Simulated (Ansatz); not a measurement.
A run for Ansatz (a quantum-chemistry and plane-wave program): R-B3LYP/def2-TZVPP on H3NSSn (SMILES [NH2][Sn][SH]), a point of a torsion scan. Elements past Kr take the def2 small-core potentials; no spin–orbit coupling.

Ansatz 0.2 input:
```yaml
crystal:
  periodic: [false, false, false]
  atoms:
    - {symbol: N, position_ang: [-1.38513284, -0.08882894, 0.38812396]}
    - {symbol: Sn, position_ang: [0.64155213, 0.09235285, 0.21138604]}
    - {symbol: S, position_ang: [0.93478678, -2.08513557, -0.87812262]}
    - {symbol: H, position_ang: [-2.04458297, 0.67694527, 0.38727949]}
    - {symbol: H, position_ang: [-1.89387503, -0.91436858, 0.09916450]}
    - {symbol: H, position_ang: [2.26066566, -2.08610576, -0.92060405]}
basis:
  gaussian:
    orbitals: def2-TZVPP
hamiltonian:
  xc: {name: B3LYP}
scf: {lower_state_search: off}
```

Task: What total energy does the run end on?

Result: -669.2400 hartree.
